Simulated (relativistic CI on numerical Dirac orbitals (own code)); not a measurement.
## Ti3+ in a cubic cluster: 2p photoemission with charge transfer

Computed with a charge-transfer multiplet model of a cubic metal-ligand cluster with up to 2 ligand holes, Slater and spin-orbit integrals from Dirac-Coulomb-Breit ions, Slater integrals scaled by 0.9. The ground state mixes d1 with configurations of k ligand holes L, whose averages lie at kΔ + k(k − 1)U_dd/2; a core hole lowers each added d electron by U_cd. 300 K, Lorentzian 0.6 eV and Gaussian 0.8 eV FWHM.

Atomic integrals in eV (Slater integrals scaled, ζ unscaled), ground: F2dd 7.400, F4dd 4.602, zeta_d 0.017; with the core hole: F2dd 7.400, F4dd 4.602, zeta_d 0.032, zeta_core 3.741, F2cd 5.699, G1cd 4.259, G3cd 2.418. Where a configuration has fewer than two d electrons, the dd integrals are those of d2.

Cluster parameters (eV): U_dd = 5.5, U_cd = 6.2, 10Dq = 1.7, 10Dq(ligand) = 0.6, V(eg) = 3.1, V(t2g) = -1.49, final-state hopping factor = 1.

| Case | n_d | d1 | d2L | d3L2 | S |
| --- | --- | --- | --- | --- | --- |
| Δ = 4.5 eV | 1.59 | 0.48 | 0.44 | 0.08 | 0.50 |
| Δ = 5.5 eV | 1.53 | 0.53 | 0.40 | 0.06 | 0.50 |
| Δ = 6.5 eV | 1.47 | 0.58 | 0.37 | 0.05 | 0.50 |

Weights, n_d and S are thermal averages at 300 K. Binding energies count from the first peak over 30 % of the highest in each spectrum, which can be another peak from case to case. The parameters are a model scan and need not match a compound or its usual spin state. Peaks in eV (height, largest 100):
- Δ = 4.5 eV: 0.0 (100), 5.7 (36), 12.5 (11)
- Δ = 5.5 eV: 0.0 (100), 5.6 (38), 12.3 (11), 18.3 (5)
- Δ = 6.5 eV: 0.0 (100), 5.6 (40), 12.1 (11), 18.0 (5)

Curve for Δ = 4.5 eV (points under 2 left out, the grid thinned):

E (eV), Intensity and a bar:
```
     -3.5        2.0 
     -3.0        2.8 
     -2.5        4.2 #
     -2.0        7.3 ##
     -1.6       13.8 ####
     -1.1       36.5 ###########
     -0.6       75.2 #######################
     -0.1       99.5 ##############################
      0.4       86.3 ##########################
      0.9       50.6 ###############
      1.3       31.2 #########
      1.8       16.6 ####
      2.3        9.8 ##
      2.8        8.7 ##
      3.3       10.2 ###
      3.8       12.6 ###
      4.2       15.1 ####
      4.7       22.1 ######
      5.2       31.9 #########
      5.7       35.8 ##########
      6.2       32.4 #########
      6.7       27.9 ########
      7.1       23.9 #######
      7.6       16.6 ####
      8.1       10.7 ###
      8.6        8.3 ##
      9.1        7.0 ##
      9.6        5.9 #
     10.1        5.3 #
     10.5        4.9 #
     11.0        4.9 #
     11.5        6.5 #
     12.0        9.3 ##
     12.5       10.5 ###
     13.0        9.8 ##
     13.4        8.1 ##
     13.9        5.5 #
     14.4        3.6 
     14.9        2.3 
     17.7        2.8 
     18.2        4.5 #
     18.6        4.9 #
     19.1        4.0 #
     19.6        3.0 
     20.1        2.0
```

For the case Δ = 5.5 eV, Δ = 5.5 eV equals U_dd = 5.5 eV, the border between the two sides of the Zaanen-Sawatzky-Allen scheme. With the core hole the configuration with one ligand hole lies at Δ − U_cd = -1.7, -0.7, 0.3 eV from the one without, in the order of the table; where this is negative the screened configuration lies lower, though the effective hopping of about 6.8 eV (from the holes of the mixed ground state) mixes the two strongly wherever it is as large as the gap.
